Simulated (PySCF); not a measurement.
Si(Cl)(Br)(OH)(NH2), SMILES N[Si](O)(Cl)Br (CAM-B3LYP/def2-SVP optimised geometry):

```
8

N     -1.139    -1.965     1.359
Si    -0.679    -1.050     0.000
O     -1.298    -1.671    -1.386
Cl     1.379    -1.050     0.000
Br    -1.379     1.050     0.000
H     -2.119    -2.061     1.607
H     -0.537    -1.994     2.175
H     -1.164    -2.617    -1.524
```

Computed with PySCF with CAM-B3LYP/def2-TZVP.

Q: What are the frontier orbital energies and the dipole moment?

A: HOMO-2 -10.33 eV, HOMO-1 -9.81 eV, HOMO -9.42 eV, LUMO 1.05 eV, LUMO+1 1.93 eV; dipole moment 3.07 D.

On the same geometry PBE/def2-TZVP (PySCF) gives HOMO-2 -7.53 eV, HOMO-1 -7.15 eV, HOMO -6.62 eV, LUMO -0.79 eV, LUMO+1 0.01 eV; dipole moment 2.99 D.

Meta-Löwdin charges at CAM-B3LYP/def2-TZVP: N1 -0.75, Si2 1.21, O3 -0.75, Cl4 -0.31, Br5 -0.27, H6 0.25, H7 0.25, H8 0.36.
